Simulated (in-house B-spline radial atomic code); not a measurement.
# Correlation energy from the adiabatic connection: ω²r²/2 − Z/r, ω = 0.0596, Z = -1

Two electrons in a singlet, external potential ω²r²/2 − Z/r, ω = 0.0596, Z = -1 (atomic units). Full CI in B-splines (partial waves to l = 8, correlation up to 0.6 % small) with the density held fixed gives W(λ) = <V_ee>_λ − U, and E_c is the integral of W(λ) − W(0) from 0 to 1.

| λ | W(λ) − W(0) (hartree) |
| --- | --- |
| 0 | 0.00000 |
| 0.02 | -0.00286 |
| 0.05 | -0.00664 |
| 0.12 | -0.01358 |
| 0.25 | -0.02175 |
| 0.4 | -0.02713 |
| 0.6 | -0.03123 |
| 0.8 | -0.03372 |
| 1 | -0.03540 |

Integrate the table by the trapezoid rule.

The strips give -0.00003, -0.00014, -0.00071, -0.00230, -0.00367, -0.00584, -0.00650, -0.00691, which sum to -0.02608 hartree. The direct value, W(1) − W(0) + T_c with T_c = 0.00915, is -0.02625; the curve is convex, so chords lie above it and the trapezoids fall short in size by 0.64 %.

Now use only three numbers: W(0) = -0.1141, the initial slope W'(0) = -0.1494 (extrapolated from the first points) and the strong-coupling limit of the point-charge-plus-continuum model, W∞ = -0.14532. What do second-order theory and the interpolation W(λ) = W∞ + (W(0) − W∞)/√(1 + 2χλ) of Seidl, Perdew and Levy give?

Second order keeps the slope alone: E_c = W'(0)/2 = -0.07470, +185 % in size against -0.02625. Matching the slope fixes χ = W'(0)/(W∞ − W(0)) = -0.1494/(-0.03122) = 4.78539. Integrating, with s = √(1 + 2χ) = 3.251275, E_c = −(W(0) − W∞)(s − 1)/(s + 1) = −0.03122 × 2.251275/4.251275 = -0.01653 hartree, -37.0 % in size against the full result. At λ = 1 the formula gives W − W(0) = -0.02162 against -0.03540. Part of the miss can come from the model's W∞, which here lies above the computed W at λ = 10, -0.15924. The slope is uncertain by some per cent for so bent a curve.
